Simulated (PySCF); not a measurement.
# Argon: a sound run and one with changed settings

Sound run: Ar⁺ [Ne] 3s2 3p5, Ar²⁺ [Ne] 3s2 3p4. Computed with PySCF 2.14 in cc-pVTZ-DK, with the spin-free X2C one-electron Hamiltonian (Gaussian nucleus). The sound run starts from symmetry-adapted Hartree-Fock orbitals and uses a fine grid where one is needed.

A second run was set up differently.

| species | method | sound run (hartree) | changed run (hartree) | converged |
| --- | --- | --- | --- | --- |
| Ar⁺ | UHF | -528.08649 | -528.08649 | yes |
| Ar⁺ | M06-2X | -528.78658 | -528.98420 | yes |
| Ar⁺ | MN15 | -528.90991 | -529.16478 | yes |
| Ar²⁺ | UHF | -527.11772 | -527.11772 | yes |
| Ar²⁺ | M06-2X | -527.77132 | -527.91889 | yes |
| Ar²⁺ | MN15 | -527.88921 | -528.05810 | yes |

Ionisation energy of Ar⁺:

```csv
method,sound run (eV),changed run (eV)
UHF,26.361,26.361
M06-2X,27.627,28.989
MN15,27.775,30.114
```

Task: What was changed?
A. too few SCF iterations
B. a valence shell is frozen
C. basis contracted for another Hamiltonian
D. angular grid far too coarse

Result: D. It used 6 angular points. A coarse angular grid integrates products of high-l functions wrongly, so density functionals can shift, and the SCF can exploit the error; Hartree-Fock and MP2 need no grid.
